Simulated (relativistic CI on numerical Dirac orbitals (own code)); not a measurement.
Radial Dirac CI calculation of Pm.

Command:

```sh
python run_levels.py task.json out
```

Input:

```
atom Pm  Z=61  charge=0  electrons=61
nucleus A=145  rms_radius_fm=4.9620
hamiltonian dirac-coulomb  breit=on  qed=on  c_scale=1
orbitals kli  potential=per-configuration
slater_scale 1
correlation none
mixing on
grid step=0.0125 r_max=323.6
scf mixing=0.4 start=green max_iterations=150 tolerance=2e-08 node_fill=0.05
configurations
  [Xe] 4f5 6s2
  [Xe] 4f4 6s 7s2
end
```

Output:

```
SCF 1: [Xe] 4f5 6s2
 iter      energy (Ha)   residual   last orbital (Ha)
    1    -10019.592422   8.66e-01     -0.17209
    2    -10011.647652   1.47e+00     -0.27362
    3    -10021.414689   5.33e-01     -0.36619
    4    -10021.823853   3.28e-01     -0.32104
    5    -10022.034672   1.28e-01     -0.22592
    6    -10022.041966   1.11e-01     -0.24491
    7    -10022.025211   2.85e-01     -0.31910
    8    -10022.041330   2.20e-01     -0.29669
    9    -10022.047051   9.31e-02     -0.28049
   10    -10022.045400   7.99e-02     -0.30092
   11    -10022.042977   1.52e-01     -0.22214
   12    -10022.042399   1.45e-01     -0.23258
   13    -10022.043235   1.41e-01     -0.23044
   14    -10022.042874   1.47e-01     -0.22572
   15    -10022.041899   1.52e-01     -0.22605
   16    -10022.044804   1.44e-01     -0.21494
   17    -10022.044802   1.31e-02     -0.41120
   18    -10022.044588   9.65e-03     -0.41430
   19    -10022.044676   8.38e-03     -0.41520
   20    -10022.045321   8.19e-04     -0.41604
   21    -10022.045343   3.79e-04     -0.41602
   22    -10022.045334   3.45e-04     -0.41599
   23    -10022.045321   4.69e-04     -0.41611
   24    -10022.045357   4.04e-04     -0.41616
   25    -10022.045330   1.56e-04     -0.41626
   26    -10022.045321   6.95e-05     -0.41621
   27    -10022.045316   2.94e-05     -0.41622
   28    -10022.045316   1.85e-06     -0.41623
      ... 4 steps not shown
SCF 2: [Xe] 4f4 6s 7s2
 iter      energy (Ha)   residual   last orbital (Ha)
    1    -10019.384304   8.33e-01     -0.06579
    2    -10021.156838   4.46e-01     -0.07932
    3    -10021.726772   7.87e-02     -0.09059
    4    -10021.738247   2.69e-02     -0.08975
    5    -10021.737887   1.69e-03     -0.08894
    6    -10021.737942   8.92e-04     -0.08901
    7    -10021.737912   8.70e-05     -0.08897
    8    -10021.737922   9.88e-06     -0.08896
    9    -10021.737924   5.19e-06     -0.08897
   10    -10021.737924   3.43e-07     -0.08897
   11    -10021.737924   2.40e-08     -0.08897
   12    -10021.737924   7.59e-09     -0.08897
orbital energies (Ha): 4d3/2 -4.8927  4d5/2 -4.7343  5s -1.8154  5p1/2 -1.1959  5p3/2 -1.0769  4f5/2 -0.3764  4f7/2 -0.3592  6s -0.4162
configuration averages (Ha): Dirac-Coulomb, Breit, QED
  4f5 6s2                     -10022.045316    8.786365    5.875106
  4f4 6s 7s2                  -10021.737924    8.789693    5.875714
levels: no., configuration, term, J, E (cm-1), weight
   1 4f5 6s2                6H*  5/2              0.0  0.97
   2 4f5 6s2                6H*  7/2            817.6  0.98
   3 4f5 6s2                6H*  9/2           1798.9  0.99
   4 4f5 6s2                6H*  11/2          2909.2  0.99
   5 4f5 6s2                6H*  13/2          4118.2  0.98
   6 4f5 6s2                6H*  15/2          5399.2  0.97
   7 4f5 6s2                6F*  1/2           6511.8  0.98
   8 4f5 6s2                6F*  3/2           6745.4  0.97
   9 4f5 6s2                6F*  5/2           7193.8  0.96
  10 4f5 6s2                6F*  7/2           7922.1  0.96
  11 4f5 6s2                6F*  9/2           8914.9  0.97
  12 4f5 6s2                6F*  11/2         10112.6  0.98
  13 4f5 6s2                4G*  5/2          17491.1  0.49
  14 4f5 6s2                4F*  3/2          17783.0  0.97
lowest total energy -10007.601449 Ha
end: converged
```

With so few configurations and no correlation, terms lie too far apart (by 10 to 50 % or more near neutrality), their order can be wrong, and levels of other configurations are missing. Terms and fine structure of an open d or f shell near neutrality can be off by tens of per cent either way.
